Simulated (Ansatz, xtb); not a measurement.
## Isomers of F2H6PSi2+ in order of energy

6 gas-phase structures of F2H6PSi2+, found in a search over its isomers (lower ones may exist). Each was relaxed with GFN2-xTB; where two conformers were screened, the lower at r2SCAN-D4/def2-SVP is listed:

A. `F[SiH2][P@H+](F)[SiH3]`, a singlet
B. `F[SiH](F)[SiH2][PH3+]`, a singlet
C. `F[SiH](F)[PH2+][SiH3]`, a singlet
D. `F[SiH2][PH2+][SiH2]F`, a singlet
E. `F[Si](F)([SiH3])[PH3+]`, a singlet
F. `F[SiH2][Si@@H](F)[PH3+]`, a singlet

**Question.** Estimate their order in r2SCAN-D4/def2-SVP energy at these geometries, lowest first.

**Answer.** Calculated order at r2SCAN-D4/def2-SVP: C (0.0), B (26.6), D (29.8), E (45.4), F (69.7), A (178.7) kJ/mol. Less than 1 kcal/mol parts B and D, so the order within that pair means little.

Energies above the lowest of each column, in kJ/mol; the last columns are at B3LYP/6-31G* geometries and were run for some of them only (a dash: not run or not comparable):

```csv
structure,GFN2-xTB,HF/STO-3G,r2SCAN-D4/def2-SVP,B3LYP/6-31G*,CCSD(T)/def2-SVP + ΔMP2/def2-TZVPP
C,17.1,0.0,0.0,0.0,0.0
B,64.9,52.1,26.6,23.8,25.1
D,0.0,18.6,29.8,23.3,24.8
E,94.4,44.3,45.4,–,–
F,59.6,71.1,69.7,–,–
A,51.5,141.6,178.7,–,–
```

CCSD(T)/def2-SVP + ΔMP2/def2-TZVPP puts C lowest of those it was run on; GFN2-xTB picks D. CCSD(T)/def2-SVP + ΔMP2/def2-TZVPP orders those it was run on as C (0.0), D (24.8), B (25.1) kJ/mol. Less than 1 kcal/mol parts D and B, so the order within that pair means little. Some further structures that were screened fall inside this span and aren't listed. Flexible structures stand in one conformer each, not always the lowest. Frequencies (B3LYP/6-31G*) were run for B, C, D alone. ΔMP2 is the change of the MP2 energy from the smaller to the larger basis.

Over these structures GFN2-xTB departs from r2SCAN-D4/def2-SVP by 45.4 kJ/mol on average once a common shift is removed. A GFN2-xTB relaxation took about 0.2 s and the r2SCAN-D4/def2-SVP energy about 2.4 s on a shared host (Ansatz 0.2.0, xtb 6.7.1 (Pople sets with spherical d functions)).
